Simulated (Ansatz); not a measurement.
C$_{3}$H$_{7}$BF$_{2}$, SMILES `CC(C)B(F)F`. Charge 0, multiplicity 1. The geometry is a stationary point of PBE0-D4/def2-TZVP. It is one conformer, not always the lowest.

```xyz
13

C     1.198   -0.575    0.518
C     0.066   -0.043   -0.357
C    -0.321    1.389    0.009
B    -1.165   -1.008   -0.418
F    -2.383   -0.579   -0.708
F    -1.049   -2.312   -0.221
H     0.900   -0.603    1.570
H     2.079    0.068    0.446
H     1.493   -1.586    0.232
H     0.431   -0.029   -1.398
H     0.542    2.056   -0.072
H    -0.683    1.446    1.039
H    -1.109    1.776   -0.640
```

(1) What is the dipole moment at PBE/def2-TZVPP? (An estimate is asked.)

(2) And with r2SCAN, B3LYP, ωB97M-V? (Best estimate.)

(3) Give the Mulliken charges with PBE, B3LYP, r2SCAN in def2-TZVPP. (Best estimate.)

Results:

(1) Computed: 1.53 D, with components (1.21, 0.94, 0.00) D in this frame, pointing from negative to positive charge.

(2) Computed: r2SCAN 1.60 D, B3LYP 1.62 D, ωB97M-V 1.61 D.

(3) Computed: 
| atom | PBE | B3LYP | r2SCAN |
| --- | --- | --- | --- |
| C1 | -0.25 | -0.25 | -0.16 |
| C2 | -0.09 | -0.08 | 0.00 |
| C3 | -0.25 | -0.25 | -0.16 |
| B4 | 0.43 | 0.50 | 0.52 |
| F5 | -0.20 | -0.24 | -0.26 |
| F6 | -0.20 | -0.24 | -0.26 |
| H7 | 0.08 | 0.08 | 0.05 |
| H8 | 0.08 | 0.08 | 0.04 |
| H9 | 0.09 | 0.10 | 0.06 |
| H10 | 0.06 | 0.05 | 0.01 |
| H11 | 0.08 | 0.08 | 0.04 |
| H12 | 0.08 | 0.08 | 0.05 |
| H13 | 0.09 | 0.10 | 0.06 |

B3LYP here is the variant with VWN-RPA as its local correlation; programs differ in this.
